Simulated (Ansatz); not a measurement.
Ga9N10H26⁺, a nanocrystal cut from wurtzite GaN (hydrogen-capped). Charge 1, multiplicity 1. Geometry r2SCAN-D4/def2-SVP, basis def2-TZVP, Ansatz.

```tsv
run	HOMO (eV)	LUMO (eV)
A	-9.35	-4.72
B	-10.52	-3.67
C	-11.71	-2.96
D	-9.28	-4.50
E	-9.58	-4.14
```

Single mean-field runs in def2-TZVP are fitted with def2-universal-jkfit.

Problem. The runs used BHLYP, LDA (SPW92), PBE, PBE0, r2SCAN. Estimate which is which.

Solution. A LDA (SPW92) (0 % exact exchange); B PBE0 (25 % exact exchange); C BHLYP (50 % exact exchange); D PBE (0 % exact exchange); E r2SCAN (0 % exact exchange). Exact exchange lowers occupied and raises empty levels; among semilocal functionals meta-GGAs tend to open the gap a little, and such runs are hard to tell apart. The gap grows from 4.64 eV (LDA (SPW92)) to 8.74 eV (BHLYP).
